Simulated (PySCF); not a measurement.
Simulation results for GeH₅O₂Si, GeH₃NOSi, CH₄ClGeO, B₂GeH₄O and others

All values are calculated (PySCF 2.14.0). Calculation on a computer-drawn molecule: optimised geometry and harmonic frequencies of an isolated molecule of the commonest isotopes, restricted reference for singlets and unrestricted otherwise, frozen core in MP2; on germanium a core potential holds 10 electrons, which the energies leave out, and 3d is frozen in MP2 and coupled-cluster steps.

Common to all runs: method HF; basis and core potential on germanium cc-pVDZ-PP ECP10MDF.

```json
{"entry": 1, "formula": "GeH5O2Si", "start_structure": {"atoms_angstrom": [["O", -1.3175, 1.5591, 2.5583], ["Si", -0.048, 1.4681, 1.5909], ["O", -0.3132, 0.5589, 0.3015], ["Ge", -0.2356, -0.8978, -0.7242], ["H", -2.2338, 1.6222, 2.2278], ["H", 0.2253, 2.7421, 0.9532], ["H", 1.0141, 0.9022, 2.5777], ["H", -1.5573, -0.4694, -1.6044], ["H", 0.9521, -0.5261, -1.7049]]}, "given": {"charge": 0, "multiplicity": 2, "basis": "cc-pV(D+d)Z", "drawn_bonds_atom": [1, 2, 3, 1, 2, 2, 4, 4], "drawn_bonds_other_atom": [2, 3, 4, 5, 6, 7, 8, 9], "drawn_bonds_order": [1, 1, 1, 1, 1, 1, 1, 1]}, "results": {"optimised_atom_element": ["O", "Si", "O", "Ge", "H", "H", "H", "H", "H"], "optimised_atom_x [angstrom]": [-1.496, -0.001653, 0.1003, -0.1636, -2.226, 0.3133, 0.9168, -1.661, 0.7048], "optimised_atom_y [angstrom]": [1.294, 1.489, 0.8234, -0.7114, 1.761, 2.923, 0.8243, -0.8106, -0.6344], "optimised_atom_z [angstrom]": [2.282, 1.62, 0.1358, -0.7325, 1.905, 1.474, 2.558, -1.07, -1.996], "modes_frequency [cm^-1]": [40.38, 57.23, 106.7, 258.8, 383.0, 508.5, 690.3, 701.5, 770.4, 837.9, 885.5, 911.1, 935.5, 1032, 1049, 1067, 2170, 2199, 2330, 2353, 4175], "modes_reduced_mass [dalton]": [4.993, 1.094, 4.754, 1.16, 4.624, 7.035, 1.156, 1.185, 1.103, 1.115, 4.172, 1.061, 1.369, 1.344, 1.231, 3.068, 1.016, 1.025, 1.047, 1.033, 1.067], "rotational_constants [GHz]": [11.23, 1.44, 1.32], "total_energy [hartree]": -735.0347, "spin_squared": 0.754, "convergence_status_largest_gradient_component [hartree/bohr]": 1.104e-05}}
{"entry": 2, "formula": "GeH3NOSi", "start_structure": {"atoms_angstrom": [["N", 0.8635, 1.2294, -0.7812], ["Si", 0.5903, -0.3175, -0.2652], ["O", 1.4341, -0.8199, 1.0011], ["Ge", 2.9589, -0.9877, 1.902], ["H", 0.37, 1.6086, -1.5078], ["H", -0.2795, -1.4999, -0.4738], ["H", 3.8546, -1.6628, 0.6972]]}, "given": {"charge": 0, "multiplicity": 1, "basis": "cc-pV(D+d)Z", "drawn_bonds_atom": [1, 2, 3, 1, 2, 4], "drawn_bonds_other_atom": [2, 3, 4, 5, 6, 7], "drawn_bonds_order": [2, 1, 1, 1, 1, 1]}, "results": {"optimised_atom_element": ["N", "Si", "O", "Ge", "H", "H", "H"], "optimised_atom_x [angstrom]": [1.064, 0.5621, 1.343, 2.956, 0.6304, -0.5935, 3.831], "optimised_atom_y [angstrom]": [0.9583, -0.4176, -1.147, -0.9056, 1.472, -1.242, -1.168], "optimised_atom_z [angstrom]": [-0.7136, -0.1592, 1.037, 1.852, -1.456, -0.5376, 0.5494], "modes_frequency [cm^-1]": [38.01, 111.4, 170.2, 412.1, 518.8, 614.9, 625.8, 645.7, 848.8, 946.6, 1024, 1266, 1980, 2380, 3855], "modes_reduced_mass [dalton]": [6.709, 2.214, 1.378, 5.054, 6.805, 1.258, 1.332, 1.218, 1.096, 1.286, 6.254, 7.271, 1.022, 1.044, 1.079], "rotational_constants [GHz]": [12.53, 1.624, 1.457], "total_energy [hartree]": -713.3880, "convergence_status_largest_gradient_component [hartree/bohr]": 5.1e-06}}
{"entry": 3, "formula": "CH4ClGeO", "start_structure": {"atoms_angstrom": [["C", 1.5422, -1.7652, 1.1446], ["O", 1.0944, -0.6872, 0.2672], ["Ge", 0.4254, 0.7893, 0.336], ["Cl", 0.1577, 1.5204, -1.5062], ["H", 2.5424, -1.8563, 0.9853], ["H", 0.9427, -2.6565, 0.8996], ["H", 1.2923, -1.5353, 2.2081], ["H", 0.0772, 1.3361, 1.7523]]}, "given": {"charge": 1, "multiplicity": 1, "basis": "cc-pV(D+d)Z", "drawn_bonds_atom": [1, 2, 3, 1, 1, 1, 3], "drawn_bonds_other_atom": [2, 3, 4, 5, 6, 7, 8], "drawn_bonds_order": [1, 1, 1, 1, 1, 1, 1]}, "results": {"optimised_atom_element": ["C", "O", "Ge", "Cl", "H", "H", "H", "H"], "optimised_atom_x [angstrom]": [1.519, 1.128, 0.427, 0.09444, 2.584, 0.9628, 1.298, 0.06078], "optimised_atom_y [angstrom]": [-1.779, -0.7876, 0.7263, 1.7, -1.941, -2.682, -1.435, 1.343], "optimised_atom_z [angstrom]": [1.173, 0.1854, 0.3346, -1.436, 1.047, 0.9442, 2.182, 1.657], "modes_frequency [cm^-1]": [79.2, 120.3, 126.6, 267.0, 532.0, 541.6, 725.7, 753.3, 1121, 1250, 1274, 1578, 1579, 1600, 2366, 3226, 3340, 3370], "modes_reduced_mass [dalton]": [1.094, 3.993, 5.331, 5.365, 29.83, 1.142, 4.951, 1.134, 8.821, 1.228, 1.333, 1.048, 1.119, 1.054, 1.022, 1.031, 1.108, 1.113], "rotational_constants [GHz]": [13.7, 1.904, 1.69], "total_energy [hartree]": -867.6986, "convergence_status_largest_gradient_component [hartree/bohr]": 6.451e-06}}
{"entry": 4, "formula": "B2GeH4O", "start_structure": {"atoms_angstrom": [["B", 1.3383, 1.8158, -0.9166], ["Ge", -0.5782, 2.478, -0.8052], ["B", -0.439, 1.5604, 0.9937], ["O", -0.0133, 2.3003, 2.011], ["H", 2.2248, 2.4833, -0.6037], ["H", 1.5924, 0.7491, -1.4491], ["H", -0.7472, 0.3818, 1.1811], ["H", -0.0482, 1.9209, 2.9221]]}, "given": {"charge": 0, "multiplicity": 1, "basis": "cc-pVDZ", "drawn_bonds_atom": [1, 2, 3, 1, 1, 3, 4], "drawn_bonds_other_atom": [2, 3, 4, 5, 6, 7, 8], "drawn_bonds_order": [1, 1, 1, 1, 1, 1, 1]}, "results": {"optimised_atom_element": ["B", "Ge", "B", "O", "H", "H", "H", "H"], "optimised_atom_x [angstrom]": [1.473, -0.4476, -0.4878, -0.1642, 2.397, 1.709, -0.8784, -0.272], "optimised_atom_y [angstrom]": [1.814, 2.401, 1.56, 2.312, 2.555, 0.755, 0.425, 1.868], "optimised_atom_z [angstrom]": [-1.152, -0.7484, 1.182, 2.258, -0.9442, -1.673, 1.325, 3.086], "modes_frequency [cm^-1]": [85.47, 163.3, 196.9, 379.8, 451.5, 504.2, 540.4, 554.9, 875.1, 950.2, 1038, 1219, 1253, 1362, 2628, 2650, 2731, 4140], "modes_reduced_mass [dalton]": [3.744, 2.308, 3.963, 1.276, 1.614, 1.866, 2.505, 1.472, 1.307, 1.416, 1.026, 1.159, 1.791, 3.583, 1.089, 1.053, 1.123, 1.066], "rotational_constants [GHz]": [8.555, 2.82, 2.331], "total_energy [hartree]": -419.9250, "convergence_status_largest_gradient_component [hartree/bohr]": 1.192e-05}}
{"entry": 5, "formula": "BClGeH2N", "start_structure": {"atoms_angstrom": [["B", -0.4682, -2.3503, -0.8782], ["N", -0.438, -1.1224, -1.1038], ["Ge", -0.3958, 0.5785, -1.4698], ["Cl", -1.9825, 1.702, -0.9445], ["H", -0.4913, -3.5147, -0.6335], ["H", 0.889, 0.996, -2.1827]]}, "given": {"charge": 1, "multiplicity": 1, "basis": "cc-pV(D+d)Z", "drawn_bonds_atom": [1, 2, 3, 1, 3], "drawn_bonds_other_atom": [2, 3, 4, 5, 6], "drawn_bonds_order": [1, 2, 1, 1, 1]}, "results": {"optimised_atom_element": ["B", "N", "Ge", "Cl", "H", "H"], "optimised_atom_x [angstrom]": [-0.4814, -0.3845, -0.3377, -1.943, -0.5623, 0.8217], "optimised_atom_y [angstrom]": [-2.389, -1.16, 0.5063, 1.686, -3.525, 1.17], "optimised_atom_z [angstrom]": [-0.855, -1.144, -1.491, -0.9552, -0.5919, -2.175], "modes_frequency [cm^-1]": [88.22, 146.2, 249.9, 514.1, 545.1, 724.9, 785.2, 827.8, 833.2, 1882, 2388, 3015], "modes_reduced_mass [dalton]": [4.433, 3.968, 11.01, 33.48, 1.144, 7.358, 1.08, 1.325, 1.343, 5.87, 1.021, 1.172], "rotational_constants [GHz]": [10.16, 2.27, 1.856], "total_energy [hartree]": -832.9708, "convergence_status_largest_gradient_component [hartree/bohr]": 2.759e-05}}
{"entry": 6, "formula": "CH5GeO2", "start_structure": {"atoms_angstrom": [["C", -0.0467, -0.5079, -0.4538], ["O", -1.0833, 0.4118, -0.9459], ["Ge", -1.7716, 1.8155, -0.3581], ["O", -2.7871, 2.3025, -1.6284], ["H", 0.7512, -0.4515, -1.1343], ["H", 0.2951, -0.3042, 0.5674], ["H", -0.5195, -1.4514, -0.482], ["H", -1.7203, 2.5496, 1.0097], ["H", -3.3561, 3.0345, -1.7201]]}, "given": {"charge": 1, "multiplicity": 1, "basis": "cc-pVDZ", "drawn_bonds_atom": [1, 2, 3, 1, 1, 1, 3, 4], "drawn_bonds_other_atom": [2, 3, 4, 5, 6, 7, 8, 9], "drawn_bonds_order": [1, 1, 1, 1, 1, 1, 1, 1]}, "results": {"optimised_atom_element": ["C", "O", "Ge", "O", "H", "H", "H", "H", "H"], "optimised_atom_x [angstrom]": [-0.05396, -1.028, -1.815, -2.864, 0.8308, 0.1841, -0.49, -1.62, -3.381], "optimised_atom_y [angstrom]": [-0.4956, 0.3776, 1.751, 2.374, -0.477, -0.1628, -1.489, 2.364, 3.157], "optimised_atom_z [angstrom]": [-0.4185, -1.043, -0.5028, -1.674, -1.046, 0.5903, -0.4002, 0.8572, -1.508], "modes_frequency [cm^-1]": [73.17, 116.0, 153.9, 296.5, 402.2, 565.1, 721.4, 754.5, 857.4, 933.8, 1138, 1253, 1277, 1579, 1582, 1602, 2370, 3225, 3337, 3369, 4077], "modes_reduced_mass [dalton]": [1.135, 3.972, 3.772, 5.531, 1.075, 1.166, 5.282, 1.093, 4.012, 1.419, 8.31, 1.227, 1.345, 1.048, 1.119, 1.054, 1.022, 1.031, 1.107, 1.113, 1.069], "rotational_constants [GHz]": [18.85, 2.815, 2.488], "total_energy [hartree]": -483.6303, "convergence_status_largest_gradient_component [hartree/bohr]": 2.192e-05}}
```
